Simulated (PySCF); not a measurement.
SeCl₅⁺: from structure and modes to constants

All numbers come from PySCF, B3LYP, basis Se def2-SVP, Cl def2-SVP (no relativity, density fitting).

The singlet minimum has D3h symmetry. Masses (u): Se 79.91652, Cl 34.96885.

```xyz
6
charge 1 multiplicity 1, angstrom
Se    0.0000    0.0000    0.0000
Cl   -0.0048    0.0000    2.1864
Cl    1.8959    0.0000   -1.0890
Cl    0.0000    2.2408    0.0000
Cl   -1.8910    0.0000   -1.0974
Cl    0.0000   -2.2408    0.0000
```

Harmonic wavenumbers (cm⁻¹): 67.5 (e', ×2), 201.0 (e', ×2), 209.0 (e'', ×2), 225.1 (a2'', ×1), 293.8 (a1', ×1), 333.4 (a1', ×1), 363.9 (a2'', ×1), 386.3 (e', ×2).

Find the principal moments of inertia and the rotational constants. What kind of rotor is it?

About the centre of mass I = 501.48, 601.9, 601.9 u Å². With B = 16.8576/I this gives 0.03362, 0.02801, 0.02801 cm⁻¹. The molecule is a prolate symmetric top.

What is the harmonic zero-point energy?

Half the sum of all 12 wavenumbers, 2944/2 = 1472 cm⁻¹, which is 17.6 kJ/mol (1 cm⁻¹ = 0.0119627 kJ/mol).

Find the vibrational entropy and heat capacity at 298.15 K.

With u = 1.43878 ω/T, each mode gives S = R[u/(eᵘ−1) − ln(1−e⁻ᵘ)] and C = R u² eᵘ/(eᵘ−1)².
```tsv
ω (cm⁻¹)	u	S (J/(mol K))	C (J/(mol K))
67.5 (×2)	0.326	17.68	8.24
201.0 (×2)	0.970	8.89	7.69
209.0 (×2)	1.009	8.59	7.64
225.1	1.086	8.03	7.54
293.8	1.418	6.08	7.05
333.4	1.609	5.20	6.73
363.9	1.756	4.62	6.47
386.3 (×2)	1.864	4.24	6.27
```
The sums over all modes are S = 102.7 and C = 87.5 J/(mol K); the softest mode gives 17 % of the entropy (each member, where degenerate).

Give the standard entropy (298.15 K, 1 bar) by its translational, rotational, vibrational and spin parts, and Cp.

Sackur–Tetrode with M = 254.76 u gives 178.0; rotation with symmetry number 6 gives 112.7; vibration 102.7; spin R ln 1 = 0.0. The total is 393.4 J/(mol K), and Cp = 4 R + 87.5 = 120.8 J/(mol K).

This need not be the most stable arrangement of these atoms.
